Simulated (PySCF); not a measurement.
Species: cyclo-(H2SiCH2)3, C3H12Si3.
Bonds: Si1–C4, Si1–C12, C4–Si5, Si5–C8, C8–Si9, Si9–C12. Hydrogens: H2, H3 on Si1; H13, H14 on C4; H6, H7 on Si5; H15, H16 on C8; H10, H11 on Si9; H17, H18 on C12.

Probes without a nucleus sit at each ring's centroid and 1 Å off its mean plane on both sides; NICS is minus the shielding there, NICSzz its component along the normal. Level: GIAO B3LYP/pcSseg-1 (PySCF, non-relativistic, gas phase) on the PBE0-D3(BJ)/def2-SVP geometry, one conformer.

Ring bond lengths (Å): Si1–C4 1.891, C4–Si5 1.884, Si5–C8 1.889, C8–Si9 1.890, Si9–C12 1.883, C12–Si1 1.891.

Problem. What do the NICS probes read (ppm)?

Solution. 
```
                 ring                       type  NICS(0)  NICS(1), two faces  NICS(1)zz, two faces  rms pucker (Å)  centre to ring atoms, mean (Å)
Si1–C4–Si5–C8–Si9–C12  6-membered ring with 3 Si     -2.0         -2.2 / -2.2             3.8 / 3.8            0.39                            1.80
```

Problem. What do they say, and how far can they be read as aromaticity?

Solution. 
- Si1–C4–Si5–C8–Si9–C12: mean NICS(1)zz 3.8 ppm, deshielded. Si1, C4, Si5, C8, Si9, C12 have four or more neighbours, so the value isn't read as a sign of a π ring current.

Problem. What is the mean of the two in-plane components of NICS at the first NICS(1) probe listed for ring Si1–C4–Si5–C8–Si9–C12, 1 Å off the ring?

Solution. The isotropic value is a third of the trace: (3 × -2.2 − (3.8))/2 = -5.2 ppm.

Problem. Give the inner angles of the rings.

Solution. 
- Si1–C4–Si5–C8–Si9–C12: Si1 110.0°, C4 112.1°, Si5 109.5°, C8 113.2°, Si9 109.5°, C12 112.4°; sum 666.6° against 720° for a flat convex ring.

Problem. How shielded are the nuclei of the rings and their hydrogens (means over atoms taken as equivalent)?

Solution. 
| atoms | environment | σ isotropic (ppm) | principal values of the symmetric part, first atom (ppm) |
| --- | --- | --- | --- |
| Si1 (×3) | silicon bonded to 2 C and 2 H | 379.9 | 351.0, 373.4, 412.4 |
| H2 (×6) | hydrogen on silicon | 27.08 | 23.3, 25.1, 32.7 |
| C4 (×3) | carbon bonded to 2 Si and 2 H | 192.3 | 183.6, 189.7, 202.9 |
| H13 (×6) | hydrogen on carbon | 31.50 | 26.5, 28.1, 40.3 |

Problem. How do the values depend on the level or the medium?

Solution. 
| level | NICS(0), Si1–C4–Si5–C8–Si9–C12 | mean NICS(1)zz, Si1–C4–Si5–C8–Si9–C12 |
| --- | --- | --- |
| B3LYP/pcSseg-1, gas | -2.0 | 3.8 |
| PBE0/pcSseg-1, gas | -2.4 | 3.6 |

The geometry is the same throughout.
